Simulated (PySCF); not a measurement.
Run record: excited-state job, Cl6Ge3O3.

Computed with TDDFT wB97X-D/def2-SVPD, vertical, gas phase, core orbitals frozen in the response (PySCF 2.14.0, density-fitted response routines). Geometry: PBE0-D3(BJ)/def2-SVP. The input is one job of a driver script: a line of settings, then coordinates in Å.

Command:
```bash
OMP_NUM_THREADS=2 python probes_run.py task.json out
```

Input:
```
{"job": {"kind": "uv", "xc": "wB97X-D", "basis": "def2-SVPD", "ip": false, "nstates": 15}, "charge": 0, "multiplicity": 1}
Ge    -0.424538    -1.772134    -0.299647
Cl    -2.385773    -2.507778    -0.602797
Cl     1.006268    -3.328401    -0.376980
O     -0.321629    -1.004103     1.274694
Ge     0.113654     0.633837     1.726790
Cl    -1.549164     1.561303     2.648655
Cl     1.761984     0.578762     3.051328
O      0.544074     1.530487     0.279821
Ge     0.375491     1.107528    -1.416069
Cl    -1.161407     2.278312    -2.284949
Cl     2.214480     1.427766    -2.408086
O     -0.057970    -0.588331    -1.541769
```

Q: What does the run print?

A: 
```
coarse grid: 75688 points
cycle   1  E = -9216.2236898215  dE =  6.531e-02  |g| = 1.486e+00  |ddm| = 9.251e+00
cycle   2  E = -9216.1112136751  dE =  1.125e-01  |g| = 1.799e+00  |ddm| = 1.122e+01
cycle   3  E = -9216.6398673261  dE = -5.287e-01  |g| = 1.031e-01  |ddm| = 4.941e+00
cycle   4  E = -9216.6421637499  dE = -2.296e-03  |g| = 5.767e-02  |ddm| = 3.944e-01
cycle   5  E = -9216.6429225119  dE = -7.588e-04  |g| = 9.772e-03  |ddm| = 1.464e-01
cycle   6  E = -9216.6429445803  dE = -2.207e-05  |g| = 2.697e-03  |ddm| = 3.842e-02
cycle   7  E = -9216.6429466170  dE = -2.037e-06  |g| = 4.013e-04  |ddm| = 1.267e-02
final grid: 143216 points
cycle   8  E = -9216.6403997331  dE = -2.371e-06  |g| = 1.604e-03  |ddm| = 2.167e-02
cycle   9  E = -9216.6404000128  dE = -2.797e-07  |g| = 1.132e-03  |ddm| = 6.507e-03
cycle  10  E = -9216.6404002907  dE = -2.779e-07  |g| = 2.549e-04  |ddm| = 3.164e-03
cycle  11  E = -9216.6404003017  dE = -1.101e-08  |g| = 4.856e-05  |ddm| = 7.757e-04
cycle  12  E = -9216.6404003022  dE = -4.948e-10  |g| = 3.212e-05  |ddm| = 1.954e-04
cycle  13  E = -9216.6404003024  dE = -1.710e-10  |g| = 5.869e-06  |ddm| = 7.462e-05
converged SCF energy = -9216.6404003024

Static polarisability (au): isotropic 163.377, principal 158.721 159.365 172.044

Singlet excitations
state   eV       nm        f      main configurations
  1   6.5178    190.2   0.00022   H->L 0.53, H-1->L 0.16
  2   6.5232    190.1   0.00047   H-1->L 0.40, H-2->L 0.22, H-4->L+1 0.09
  3   6.5277    189.9   0.00300   H-2->L 0.46, H-1->L 0.13, H-2->L+1 0.09
  4   6.6935    185.2   0.00024   H-3->L 0.61, H-2->L+2 0.16, H->L+1 0.08
  5   6.7003    185.0   0.00002   H-4->L 0.61, H-1->L+1 0.18
  6   6.7938    182.5   0.00004   H-5->L 0.50, H-3->L+1 0.09, H->L+1 0.08
  7   6.9276    179.0   0.00007   H-6->L 0.61, H-5->L 0.09
  8   7.0752    175.2   0.06656   H-7->L 0.49, H-8->L 0.08
  9   7.0791    175.1   0.06971   H-8->L 0.49, H-7->L 0.09
 10   7.2417    171.2   0.02785   H-12->L 0.33, H-7->L+1 0.14, H-10->L+1 0.11
 11   7.2471    171.1   0.02569   H-11->L 0.34, H-12->L 0.14, H-10->L+2 0.09
 12   7.2647    170.7   0.00666   H-10->L 0.44, H-8->L+2 0.14, H-11->L 0.09
 13   7.4545    166.3   0.09166   H-13->L 0.69
 14   7.4819    165.7   0.12859   H-14->L 0.81
 15   7.5000    165.3   0.00142   H-15->L 0.65

Triplet excitations (Tamm-Dancoff, eV): 6.1012 6.1083 6.1118 6.2169
```

The SCF starts on a coarse grid where the log names one; the energy can jump when the final grid takes over, and dE then counts from the start density on the new grid. H and L stand for HOMO and LUMO; the number after each pair is its weight.

Q: How does the lowest singlet excitation compare with the HOMO–LUMO gap?

A: HOMO -11.71 eV and LUMO -0.93 eV give a gap of 10.78 eV; S1 at 6.52 eV lies 4.26 eV below it.

Summary of the converged run: HOMO -11.71 eV, LUMO -0.93 eV; lowest singlet 6.52 eV; lowest triplet 6.10 eV (Tamm–Dancoff); mean polarisability 163.4 au.

Note that the optimisation stopped short of convergence; the values belong to its last geometry. Relativistic effects, spin–orbit coupling among them, are left out although an element past zinc is present.

Hardware: 2 threads of an Intel Xeon Platinum 8488C, no GPU (shared host). Cost: 3.0 min wall, 6.3 min CPU (with the writing of density and orbital grids), 3.0 GiB resident at most.

One conformer stands for the species.
Labels such as C1 count atoms from 1, the log's own numbers from 0.

wB97X-D is run here without its empirical dispersion term; that term would change no orbital, density or response property at a fixed geometry.
